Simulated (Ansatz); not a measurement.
## Computed against measured: atomisation enthalpy at 298 K

10 molecules holding an element past argon; the atomisation enthalpy at 298 K in kJ/mol, computed less measured. Shapes, held fixed at every level: PBE0-D4/def2-TZVP. Thermal terms are harmonic and unscaled (PBE0-D4/def2-TZVP); the spin-orbit lowering of the free atoms is taken from their spectra. Programs: Ansatz 0.2.0. Measured values: Active Thermochemical Tables, CRC Handbook of Chemistry and Physics.

Levels: A = B3LYP-D4/def2-TZVPP; B = BHLYP-D4/def2-TZVPP; C = CCSD/STO-3G; D = CCSD(T)/def2-SVP.

```tsv
molecule	from tabulated heats	A	B	C	D
HBr (SMILES Br)	366	-7	-19	-12	-26
IBr (iodine monobromide)	178	-18	-42	-28	-65
ICl (iodine monochloride)	211	-20	-47	-56	-80
HI (hydrogen iodide)	298	-9	-20	+8	-31
I2 (iodine)	151	-22	-43	-28	-72
H2Se (hydrogen selenide)	633	+14	-6	+41	-33
HOI (hypoiodous acid)	635	-19	-86	-227	-116
AsF3 (SMILES F[As](F)F)	1326	+13	-103	-636	-167
CH3I (SMILES CI)	1463	-9	-47	+88	-93
GeH4 (germane)	1153	+17	+10	+419	-39
```

**Question.** Sum up the errors.

**Answer.** 
```
              level                   kind  mean error  mean absolute error  worst case
B3LYP-D4/def2-TZVPP          global hybrid        -6.0                 14.8          I2
BHLYP-D4/def2-TZVPP          global hybrid       -40.3                 42.3        AsF3
        CCSD/STO-3G  coupled cluster or CI       -43.1                154.3        AsF3
   CCSD(T)/def2-SVP  coupled cluster or CI       -72.2                 72.2        AsF3
```

On this set B3LYP-D4/def2-TZVPP has the smallest mean absolute error and CCSD/STO-3G the largest. B3LYP-D4/def2-TZVPP is too low in 7 of 10; BHLYP-D4/def2-TZVPP is too low in 9 of 10; CCSD(T)/def2-SVP is too low in 10 of 10. The heats of H2Se come from older tables and can be uncertain by 10 kJ/mol or more. The molecules' own spin-orbit binding is left out, so errors for heavy halides read too negative. The tabulated value of AsF3 is in doubt (older tables, estimates, or at odds with other calculations) and kept here. Over the 9 molecules whose values aren't doubted the mean absolute errors are A 15.0; B 35.6; C 100.8; D 61.7. Rows in very small basis sets show the basis more than the method. Correlated wave functions converge slowly with the basis. CCSD also lacks the triples, which bind further. For atoms past krypton def2 sets carry core potentials with scalar relativity. All-electron rows are non-relativistic unless named. Relativity is left out for As, Br, Ge, Se. Outer-core shells of As, Br, Ge, I, Se are correlated in most correlated rows, in sets that cover them unevenly. The set is small.
